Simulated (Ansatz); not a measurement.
Total energies of `[CH3][Al]1[CH2][CH2]1`.

Z-matrix (Å, degrees):
```
C
Al 1 1.943
H 1 1.092 2 111.9
H 1 1.092 2 111.7 3 -122.3
H 1 1.095 2 109.4 3 119.0
C 2 1.905 1 155.2 3 154.7
C 2 1.905 1 155.4 3 -29.0
H 6 1.089 2 122.7 1 73.8
H 6 1.089 2 122.4 1 -77.8
H 7 1.089 2 122.4 1 -73.7
H 7 1.089 2 122.7 1 77.8
```

Total charge 0; spin multiplicity 1. Geometry: relaxed with PBE0-D4/def2-TZVP. Basis def2-TZVPP, the Gaussian-basis code of Ansatz.

RPA on PBE orbitals: Hartree–Fock energy of these orbitals -359.54440 Eh, correlation -1.02838 Eh (frozen core).

```
             functional  energy without D4 (Eh)  D4 term (kJ/mol)
            LDA (SPW92)              -358.77045                 –
                    PBE              -360.65007             -16.4
                 revPBE              -360.86988             -52.3
                 r2SCAN              -360.85393              -4.1
                 B97M-V              -360.90338                 –
                  B3LYP              -360.98790             -26.5
                r2SCANh              -360.84758              -4.3
                r2SCAN0              -360.83885              -4.8
HSE06 (plane-wave form)              -360.67979             -12.9
                  BHLYP              -360.87765             -20.4
                LC-ωPBE              -360.79796                 –
                ωB97M-V              -360.86917                 –
                 B2PLYP              -360.72276                 –
               PBE-QIDH              -360.58607                 –
```

(1) Give the same for BLYP, PBE0, CAM-B3LYP, ωB97X-V. (Best estimate.)

B3LYP takes the VWN-RPA correlation (the form of Gaussian; ORCA's B3LYP/G). HSE06 is the plane-wave form, built on full-range PBE exchange. The double hybrids freeze the cores in their second-order part.

Results:

(1) Ansatz gave: 
```
functional  energy without D4 (Eh)  D4 term (kJ/mol)
      BLYP              -360.89060             -36.4
      PBE0              -360.69345             -13.8
 CAM-B3LYP              -360.88814             -14.0
   ωB97X-V              -360.88134                 –
```

LC-ωPBE has ω = 0.4 bohr⁻¹.
